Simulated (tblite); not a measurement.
Species: C8H16BN.
Numbering: `[CH3:1][C:2]#[C:3][C@H:4]1[CH2:5][CH2:6][BH2-:7][N+:8]1([CH3:9])[CH3:10]` (hydrogens: H11, H12, H13 on C1; H14 on C4; H15, H16 on C5; H17, H18 on C6; H19, H20 on B7; H21, H22, H23 on C9; H24, H25, H26 on C10)
Bond orders are those of one Lewis drawing.

Computed with GFN2-xTB (tblite), gas phase: L-BFGS steps from a force-field or distance-geometry start until the largest atomic force falls under 0.01 eV/Å.

Step 26: E = -800.1431 eV
```
atom  x, y, z in Å  |  force x, y, z in eV/Å
C1      3.6812   -1.5118    0.4104   -0.015   0.009   0.014
C2      2.4196   -0.8055    0.4644    0.033   0.004   0.026
C3      1.3834   -0.2061    0.5457    0.024   0.010  -0.007
C4      0.1564    0.5671    0.5148    0.040  -0.011   0.010
C5      0.2534    1.7634   -0.4371   -0.006  -0.007   0.005
C6     -1.1900    2.2282   -0.6433   -0.025   0.003   0.001
B7     -2.1448    0.9331   -0.3395    0.000  -0.016   0.002
N8     -1.0217   -0.2241    0.0820    0.044  -0.006   0.013
C9     -0.6891   -1.0638   -1.0660   -0.006   0.005  -0.018
C10    -1.4801   -1.0815    1.1691   -0.005  -0.002   0.010
H11     4.0278   -1.7334    1.4203    0.015  -0.013  -0.034
H12     4.4240   -0.8923   -0.0941   -0.015  -0.032   0.028
H13     3.5687   -2.4459   -0.1422   -0.007   0.034   0.031
H14    -0.0692    0.9396    1.5206    0.004   0.027  -0.016
H15     0.8955    2.5331   -0.0047    0.013  -0.003  -0.004
H16     0.7119    1.4486   -1.3774   -0.018   0.006  -0.007
H17    -1.4098    3.0445    0.0457    0.029   0.020   0.014
H18    -1.3081    2.6379   -1.6459    0.000  -0.002  -0.018
H19    -2.8476    1.0880    0.6107    0.004  -0.021   0.028
H20    -2.7411    0.5185   -1.2812   -0.016  -0.034  -0.008
H21     0.0626   -1.8117   -0.7991   -0.003   0.007   0.001
H22    -0.3038   -0.4453   -1.8703   -0.028   0.012  -0.038
H23    -1.5876   -1.5663   -1.4145   -0.030   0.004  -0.008
H24    -2.3719   -1.6206    0.8576   -0.018   0.004  -0.028
H25    -0.7062   -1.8003    1.4552    0.019   0.001  -0.020
H26    -1.7343   -0.4711    2.0322   -0.033   0.002   0.021
```

Step 27: E = -800.1439 eV
```
atom  x, y, z in Å  |  force x, y, z in eV/Å
C1      3.6816   -1.5121    0.4116   -0.014   0.007   0.017
C2      2.4207   -0.8046    0.4676    0.021   0.010   0.025
C3      1.3847   -0.2044    0.5476    0.023   0.014  -0.011
C4      0.1571    0.5686    0.5143    0.042  -0.027   0.032
C5      0.2536    1.7645   -0.4391    0.005  -0.026   0.016
C6     -1.1903    2.2284   -0.6435   -0.017   0.014   0.005
B7     -2.1441    0.9327   -0.3388   -0.009  -0.014   0.003
N8     -1.0199   -0.2251    0.0826    0.023   0.014   0.001
C9     -0.6892   -1.0638   -1.0670   -0.008   0.021  -0.009
C10    -1.4799   -1.0828    1.1693    0.000   0.009  -0.003
H11     4.0303   -1.7353    1.4204    0.011  -0.010  -0.029
H12     4.4242   -0.8928   -0.0932   -0.014  -0.030   0.024
H13     3.5673   -2.4457   -0.1413   -0.007   0.034   0.027
H14    -0.0707    0.9420    1.5199    0.013   0.022  -0.031
H15     0.8966    2.5344   -0.0054   -0.004  -0.031  -0.039
H16     0.7092    1.4463   -1.3805   -0.012   0.029   0.021
H17    -1.4076    3.0455    0.0458    0.019   0.012   0.009
H18    -1.3096    2.6381   -1.6462   -0.001  -0.005  -0.013
H19    -2.8465    1.0868    0.6120    0.008  -0.020   0.024
H20    -2.7419    0.5187   -1.2804   -0.007  -0.034   0.001
H21     0.0632   -1.8117   -0.8018   -0.003   0.009  -0.004
H22    -0.3066   -0.4429   -1.8713   -0.028  -0.004  -0.029
H23    -1.5892   -1.5654   -1.4135   -0.020   0.002  -0.009
H24    -2.3712   -1.6213    0.8554   -0.020   0.004  -0.026
H25    -0.7074   -1.8021    1.4563    0.030  -0.004  -0.019
H26    -1.7357   -0.4733    2.0325   -0.030   0.005   0.018
```

Step 28: E = -800.1446 eV
```
atom  x, y, z in Å  |  force x, y, z in eV/Å
C1      3.6815   -1.5121    0.4133   -0.003   0.001   0.018
C2      2.4220   -0.8035    0.4716    0.005   0.016   0.023
C3      1.3864   -0.2025    0.5498    0.017   0.017  -0.011
C4      0.1585    0.5698    0.5143    0.024  -0.029   0.037
C5      0.2539    1.7647   -0.4410    0.008  -0.035   0.019
C6     -1.1906    2.2288   -0.6437   -0.003   0.017   0.009
B7     -2.1436    0.9321   -0.3380   -0.013  -0.009   0.007
N8     -1.0176   -0.2259    0.0834   -0.008   0.027  -0.011
C9     -0.6893   -1.0634   -1.0682   -0.010   0.029   0.000
C10    -1.4796   -1.0842    1.1694    0.003   0.015  -0.014
H11     4.0330   -1.7376    1.4200    0.009  -0.010  -0.007
H12     4.4239   -0.8938   -0.0918   -0.002  -0.018   0.012
H13     3.5655   -2.4447   -0.1399   -0.011   0.019   0.014
H14    -0.0723    0.9453    1.5187    0.023   0.016  -0.034
H15     0.8981    2.5349   -0.0075   -0.016  -0.050  -0.063
H16     0.7060    1.4437   -1.3836   -0.004   0.044   0.039
H17    -1.4046    3.0467    0.0461    0.006   0.001   0.003
H18    -1.3111    2.6385   -1.6465    0.000  -0.009  -0.001
H19    -2.8452    1.0853    0.6142    0.012  -0.018   0.017
H20    -2.7430    0.5183   -1.2794    0.004  -0.031   0.014
H21     0.0642   -1.8111   -0.8049   -0.005   0.013  -0.013
H22    -0.3101   -0.4402   -1.8728   -0.026  -0.018  -0.020
H23    -1.5908   -1.5643   -1.4127   -0.006   0.003  -0.006
H24    -2.3706   -1.6221    0.8525   -0.013   0.007  -0.020
H25    -0.7079   -1.8042    1.4568    0.031  -0.003  -0.018
H26    -1.7376   -0.4758    2.0331   -0.022   0.003   0.007
```

Task: Estimate the geometry and energy of step 29. (The exact step hangs on the optimiser's Hessian estimate; all steps are aligned on step 28, rigid shifts and turns removed.)

Result: E = -800.1453 eV, largest force 0.088 eV/Å
```
atom  x, y, z in Å  |  force x, y, z in eV/Å
C1      3.6808   -1.5120    0.4153    0.012  -0.005   0.017
C2      2.4229   -0.8023    0.4764   -0.006   0.019   0.021
C3      1.3880   -0.2003    0.5526    0.008   0.017  -0.008
C4      0.1598    0.5706    0.5148   -0.005  -0.019   0.022
C5      0.2541    1.7638   -0.4428    0.000  -0.031   0.012
C6     -1.1908    2.2292   -0.6436    0.008   0.010   0.012
B7     -2.1435    0.9317   -0.3368   -0.010  -0.001   0.011
N8     -1.0156   -0.2262    0.0842   -0.034   0.028  -0.015
C9     -0.6893   -1.0621   -1.0693   -0.012   0.028   0.005
C10    -1.4791   -1.0858    1.1691    0.004   0.014  -0.019
H11     4.0357   -1.7398    1.4195    0.009  -0.010   0.023
H12     4.4227   -0.8947   -0.0902    0.014  -0.001  -0.003
H13     3.5631   -2.4433   -0.1382   -0.018  -0.003  -0.002
H14    -0.0743    0.9495    1.5169    0.030   0.010  -0.022
H15     0.9002    2.5339   -0.0118   -0.018  -0.052  -0.069
H16     0.7023    1.4407   -1.3865    0.006   0.045   0.040
H17    -1.4008    3.0481    0.0467   -0.006  -0.008  -0.002
H18    -1.3124    2.6389   -1.6468    0.002  -0.013   0.012
H19    -2.8435    1.0838    0.6171    0.014  -0.015   0.008
H20    -2.7444    0.5173   -1.2779    0.014  -0.025   0.027
H21     0.0657   -1.8093   -0.8083   -0.009   0.018  -0.020
H22    -0.3142   -0.4372   -1.8747   -0.022  -0.025  -0.012
H23    -1.5918   -1.5634   -1.4121    0.007   0.005   0.000
H24    -2.3697   -1.6232    0.8493    0.000   0.012  -0.013
H25    -0.7073   -1.8064    1.4565    0.021   0.005  -0.019
H26    -1.7397   -0.4790    2.0338   -0.010  -0.002  -0.009
```

The energy changes by -0.0007 eV. The first-order estimate −F·Δx gives -0.0010 eV and the mean of the old and new forces, exact on a quadratic surface, -0.0007 eV. The step makes an angle of 70° with the force vector and moves no atom by more than 0.006 Å.

What follows is the cost of the whole relaxation. The run took 2.0 s wall on one thread of an Arm Neoverse N1, shared host with 64 logical CPUs at a one-minute load of 59.
